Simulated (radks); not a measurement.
The numbers below are computed, except where a source is named.
Species: Br III. Configuration: [Ar] 3d9 4s2 4p3 4d1 (not the ground configuration). Level of theory: scalar-relativistic Kohn-Sham, r2SCAN, spin-polarised, spherical densities, finite nucleus; open shells are filled with parallel spins first; meta-GGA in the generalised Kohn-Sham scheme; Fermi nuclear charge, rms radius 4.1629 fm (a radial shooting solver on a logarithmic mesh with Libxc functionals).

Unscreened Slater integrals over Kohn-Sham orbitals (eV). They are taken over the spin-up orbitals. Empty in this configuration: 5s.

\begin{tabular}{lr}
integral & value \\ \hline
F0(4d,4d) & 9.8517 \\
F2(4d,4d) & 5.0312 \\
F4(4d,4d) & 3.2951 \\
F0(4d,4p) & 11.407 \\
F2(4d,4p) & 5.4311 \\
G1(4d,4p) & 6.5112 \\
G3(4d,4p) & 3.9690 \\
F0(4d,4s) & 11.804 \\
G2(4d,4s) & 4.3627 \\
F0(4d,3d) & 13.293 \\
F2(4d,3d) & 2.0417 \\
F4(4d,3d) & 0.84327 \\
G0(4d,3d) & 0.71133 \\
G2(4d,3d) & 0.74756 \\
G4(4d,3d) & 0.54890 \\
F0(4d,5s) & 7.5231 \\
G2(4d,5s) & 2.0006 \\
F0(4p,4p) & 14.178 \\
F2(4p,4p) & 7.5273 \\
F0(4p,4s) & 15.024 \\
G1(4p,4s) & 10.165 \\
F0(4p,3d) & 18.305 \\
F2(4p,3d) & 4.0111 \\
G1(4p,3d) & 1.3397 \\
G3(4p,3d) & 1.2506 \\
F0(4p,5s) & 8.0747 \\
G1(4p,5s) & 0.74168 \\
F0(4s,4s) & 16.075 \\
F0(4s,3d) & 20.405 \\
G2(4s,3d) & 1.7512 \\
F0(4s,5s) & 8.2179 \\
G0(4s,5s) & 0.47110 \\
F0(3d,3d) & 43.715 \\
F2(3d,3d) & 21.097 \\
F4(3d,3d) & 13.309 \\
F0(3d,5s) & 8.9113 \\
G2(3d,5s) & 0.27366 \\
F0(5s,5s) & 6.5346 \\
\end{tabular}

Derived for the open shells (J is the average intra-shell exchange parameter used in DFT+U). 3d: Racah B = F2/49 - 5 F4/441 = 0.2796 eV, C = 35 F4/441 = 1.056 eV, C/B = 3.78, F4/F2 = 0.631, J = (F2 + F4)/14 = 2.458 eV. 4p: J = F2/5 = 1.505 eV. 4d: Racah B = F2/49 - 5 F4/441 = 0.06532 eV, C = 35 F4/441 = 0.2615 eV, C/B = 4.00, F4/F2 = 0.655, J = (F2 + F4)/14 = 0.5947 eV.
